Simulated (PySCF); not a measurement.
SMILES C(C[SiH2]N)[SiH2]C (C3H13NSi2), singlet (GFN2-xTB optimised geometry):

```
19

Si     0.125     0.278     0.000
C     -0.511     2.066     0.000
C     -0.511    -0.641     1.539
C     -0.033    -2.094     1.598
Si    -0.667    -3.018     3.143
N     -0.187    -4.670     3.291
H     -0.342    -0.411    -1.213
H      1.596     0.278     0.000
H     -0.176     2.608     0.879
H     -1.596     2.103    -0.015
H     -0.153     2.603    -0.873
H     -1.602    -0.628     1.561
H     -0.185    -0.126     2.446
H      1.059    -2.107     1.572
H     -0.359    -2.608     0.690
H     -0.141    -2.366     4.345
H     -2.132    -3.056     3.115
H      0.782    -4.878     3.470
H     -0.559    -5.342     2.640
```

Method: PBE0/def2-SVP (PySCF).

Question: What are the frontier orbital energies and the dipole moment?

Answer: HOMO-2 -8.90 eV, HOMO-1 -8.21 eV, HOMO -6.75 eV, LUMO 1.14 eV, LUMO+1 1.45 eV; dipole moment 0.90 D.

On the same geometry PBE/def2-SVP run with PySCF gives HOMO-2 -7.53 eV, HOMO-1 -6.79 eV, HOMO -5.35 eV, LUMO 0.28 eV, LUMO+1 0.61 eV; dipole moment 0.87 D.

Meta-Löwdin charges at PBE0/def2-SVP: Si1 0.62, C2 -0.55, C3 -0.40, C4 -0.42, Si5 0.73, N6 -0.68, H7 -0.11, H8 -0.11, H9 0.11, H10 0.11, H11 0.12, H12 0.10, H13 0.10, H14 0.10, H15 0.10, H16 -0.12, H17 -0.12, H18 0.21, H19 0.21.
